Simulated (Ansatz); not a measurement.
`CCBC[SiH3]` → `CB[SiH2]CC`  (isomerisation)

Gas-phase electronic energies from Ansatz, PBE0-D4/def2-TZVP geometries. CCSD(T)/CBS adds triple-zeta CCSD(T) − MP2 to the extrapolated MP2 energy (def2 sets, frozen cores). DFT in def2-TZVPP. B3LYP here is the variant with VWN-RPA as its local correlation; programs differ in this. One conformer a species, not always the lowest.

| level | ΔE (kJ/mol) |
| --- | --- |
| PBE-D4 | 39.9 |
| B3LYP-D4 | 44.6 |
| ωB97M-V | 49.4 |
| B2PLYP | 47.8 |
| HF/def2-QZVPP | 50.4 |
| SCS-MP2/def2-QZVPP | 50.8 |
| HF/CBS(def2) | 50.5 |
| CCSD/CBS(def2) | 46.2 |

(1) What does CCSD(T)/CBS give? (Estimate.)

Largest T1 diagnostic among the species: 0.011.

Answers

(1) Ansatz gave: +46.2 kJ/mol. The listed levels differ from it by -6.3, -1.6, 3.2, 1.6, 4.2, 4.6, 4.3, 0.0 kJ/mol.

CCSD(T)/CBS has its own doubt, a few kJ/mol and more with outer-core shells, so smaller differences from it don't rank the levels.
